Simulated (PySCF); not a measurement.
C3H7BFN, SMILES FB1CCCN1. Geometry: PBE0-D3(BJ)/def2-SVP. This is a generated structure with no PubChem entry under its InChIKey; it may be hypothetical. One conformer was computed; it need not be the lowest.

Level of theory: PySCF with PBE0-D3(BJ)/def2-SVP.

Harmonic wavenumbers (cm⁻¹): 165, 219, 364, 438, 533, 612, 636, 782, 844, 884, 919, 987, 1018, 1097, 1149, 1171, 1221, 1244, 1288, 1321, 1350, 1383, 1426, 1466, 1502, 1561, 3013, 3054, 3070, 3087, 3130, 3140, 3681. Rotational constants (GHz): 6.815, 3.036, 2.214; symmetry number 1.

Q: Work out the zero-point energy and the ideal-gas rigid-rotor harmonic-oscillator thermochemistry at 298.15 K and 1 atm.

A: ZPE = ½ Σ hcν = ½ × 47756 cm⁻¹ = 68.27 kcal/mol. H − E(el) = 72.37 kcal/mol. Entropy in cal/(mol K): translation 39.30, rotation 26.35, vibration 9.03, total 74.69. G − E(el) = 50.10 kcal/mol. Cp = 22.69 cal/(mol K).
